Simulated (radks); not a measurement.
All-electron atom: Ni2+ in [Ar] 3d7 7p1 (not the ground configuration).

All-electron calculation, Dirac Kohn-Sham, PBE, spin-unpolarised, spherical densities, point nucleus; open shells are shared between the two j in proportion to 2j + 1. Program: a radial shooting solver on a logarithmic mesh with Libxc functionals.

Energy parts (Ry):
total: -3036.76402
kinetic: 3086.05811
electron-nucleus: -7228.17631
Hartree: 1229.88596
exchange-correlation: -124.53179

Orbitals (lengths in bohr, moments of r in powers of bohr; <r^-3> diverges for s and p1/2):
orbital      occ.  eigenvalue (Ry)       <r^4>  <r^-3>     <r^2>    <1/r>
1s1/2           2        -606.2171  0.00003983       -  0.003935    28.09
2s1/2           2        -74.92409    0.008720       -   0.07074    6.098
2p1/2           2        -65.70579    0.006340       -   0.05584    6.049
2p3/2           4        -64.42088    0.006666   606.8   0.05740    5.924
3s1/2           2        -10.88083      0.6273       -    0.6237    1.934
3p1/2           2         -8.06189      0.8131       -    0.6849    1.809
3p3/2           4         -7.89653      0.8539   78.67    0.7019    1.780
3d3/2         2.8         -3.28703       2.396   7.943     1.015    1.460
3d5/2         4.2         -3.26712       2.440   7.780     1.025    1.453
7p1/2    0.333333         -0.27872       63690       -     221.8  0.09849
7p3/2    0.666667         -0.27765       64150  0.5202     222.4  0.09874

The highest occupied level is 7p3/2 at -3.778 eV. The density falls to 0.001 e/bohr^3 at r = 2.69 bohr. Summed over all electrons, <r^2> = 235.2 bohr^2, which gives a Langevin (diamagnetic) susceptibility term of -186 x 10^-6 cm^3/mol.
